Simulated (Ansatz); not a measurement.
`CCSS` + `C#[C][SnH2][Cl]` → `C#[C][SnH]([CH3])[Cl]` + `CSS`  (formal exchange of groups at a C–C bond)

Program: Ansatz. Geometries: PBE0-D4/def2-TZVP. ΔE: electronic, gas phase. CBS: MP2 limit from def2 TZ/QZ plus the TZ coupled-cluster correction, frozen cores. DFT in def2-TZVPP. def2 core potentials past Kr. For Sn outer-core shells are correlated without core-valence functions, which leaves a few kJ/mol of doubt a bond. Each species was taken in one conformer, which may not be the lowest.

```
           level  ΔE (kcal/mol)
       r2SCAN-D4           -7.5
        BHLYP-D4           -7.2
         ωB97X-V           -7.0
          revPBE           -8.4
           BHLYP           -7.2
CCSD(T)/def2-SVP           -3.2
  MP2/def2-TZVPP           -8.6
  CCSD/CBS(def2)           -8.6
```

Problem. What does CCSD(T)/CBS give? (An estimate is asked.)

Solution. The calculation gave: -8.7 kcal/mol. The listed levels differ from it by 1.2, 1.5, 1.7, 0.3, 1.5, 5.5, 0.1, 0.1 kcal/mol.

Largest T1 diagnostic among the species: 0.013.

In def2-TZVPP, CCSD(T) changes the Hartree–Fock value by −0.8 kcal/mol (the triples alone add −0.1 kcal/mol) and MP2 by −1.7 kcal/mol. Leaving LDA and LC-ωPBE aside and taking each functional with its dispersion term where it has one, the values, not all of them listed here, spread over 2.3 kcal/mol, from B2PLYP to B97M-V. LDA lies +2.7 kcal/mol from PBE without D4.
